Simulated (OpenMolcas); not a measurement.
# Kr3+: effect of the active space

```
Program             : OpenMolcas 26.06
Method              : XMS-CASPT2 or its RAS form, IPEA 0.25 Eh, imaginary shift 0.1 Eh
Basis               : ANO-RCC-VTZP
Scalar Hamiltonian  : DKH2, point nucleus
Spin-orbit coupling : RASSI with atomic mean-field integrals over the reference wave functions, term energies averaged over their components
```

A. 3 electrons in 3 orbitals (4p); 2S+1 = 4 odd, 1 root; 2S+1 = 2 odd, 8 roots; closed shells correlated: 3d 4s; CASPT2 step about 0.8 core-seconds
B. 5 electrons in 9 orbitals (RAS2 4s 4p; RAS3 4d, at most 2 electrons); 2S+1 = 4 odd, 1 root; 2S+1 = 2 odd, 11 roots; 2S+1 = 4 even, 3 roots; 2S+1 = 2 even, 9 roots; closed shells correlated: 3d; CASPT2 step of the order of 14 core-seconds

Energies in cm⁻¹ above 4s² 4p³ ⁴S°_3/2, the measured ground level; measured values from Saloman, J. Phys. Chem. Ref. Data 36, 215 (2007).

```csv
Level,A,B,Measured
4s² 4p³ ⁴S°_3/2,0.0,0.0,0.0
4s² 4p³ ²D°_3/2,17970,18360,17038
4s² 4p³ ²D°_5/2,19320,19680,18700
4s² 4p³ ²P°_1/2,32480,32770,31056
4s² 4p³ ²P°_3/2,34370,34550,33406
```

Deviations, from unrounded energies. A percentage is the sum of absolute deviations over the sum of measured energies, with the sign that they share, or ± where signs differ.

| Against measurement | Levels | A | B |
| --- | --- | --- | --- |
| mean absolute deviation (cm-1) | 4 | 990 | 1300 |
| other terms of the ground configuration (%) | 4 | +3.9 | +5.1 |

A lies closest to measurement on these levels. The largest miss of A in the table is 4s² 4p³ ²P°_1/2, by +1400 cm-1. The ranking rests on the paired levels alone, and a cruder setting can come out closer through cancelling errors.

The two smallest mean deviations differ by little beside CASPT2's spread within terms, so their order carries little weight.

Between A and B the level of the table that moves most is 4s² 4p³ ²D°_3/2, by 380 cm-1 (lowest in A, highest in B). Moves below CASPT2's spread within the term are not significant.

CASPT2 does not keep the components of a term degenerate, so their means are used; among the terms shown or strongly mixed into the levels shown the widest spread is 1800 cm-1 (4s² 4p³ ²D°, A). With the s shell closed, the reference lacks s² → p² mixing (holds for A). The run also gave levels led by 4s² 4p² 4d, which use shells meant for correlation; these and all levels above them are left out (holds for B). Measured partners are found by configuration, term and J. A level has none where our copy of the source lacks it or the pairing is in doubt (some pairs that miss far off the trend of their configuration count as doubtful), and it then counts in no deviation. Levels of configurations outside the active space are missing. Levels that lie high or do not pair safely by name in every column are left out.

° marks odd parity.
